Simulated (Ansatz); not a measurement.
C2H8OSSi (`CO[SiH2]SC`) at its PBE0-D4/def2-TZVP geometry, where that method's forces vanish. Total charge 0; spin multiplicity 1.

```xyz
13

C     0.0584   -1.1067    1.8209
O    -0.1157    0.2256    1.3909
Si    0.8602    0.9430    0.2853
S     0.8530   -0.0313   -1.5982
C    -0.8813    0.2467   -2.0680
H     0.0198   -1.8057    0.9788
H     1.0165   -1.2360    2.3368
H    -0.7469   -1.3466    2.5168
H     0.3296    2.3209    0.1708
H     2.2853    0.9092    0.7080
H    -1.0223   -0.2107   -3.0466
H    -1.0970    1.3126   -2.1398
H    -1.5596   -0.2210   -1.3557
```

Q: What forces (eV/Å) does B3LYP-D4/def2-TZVPP give on these atoms in the Gaussian-basis code of Ansatz? (Estimate.)

A: Ansatz gave: 
```
C1  -0.007 -0.363  0.151
O2  -0.060  0.206 -0.044
Si3  0.149  0.278  0.072
S4   0.269 -0.108 -0.056
C5  -0.302  0.026 -0.115
H6   0.000  0.033  0.058
H7  -0.050  0.001 -0.025
H8   0.050  0.002 -0.037
H9   0.045 -0.087  0.009
H10 -0.091  0.009 -0.016
H11 -0.015  0.033  0.057
H12 -0.009 -0.067  0.001
H13  0.023  0.036 -0.056
```

B3LYP here is the variant with VWN-RPA as its local correlation; programs differ in this.
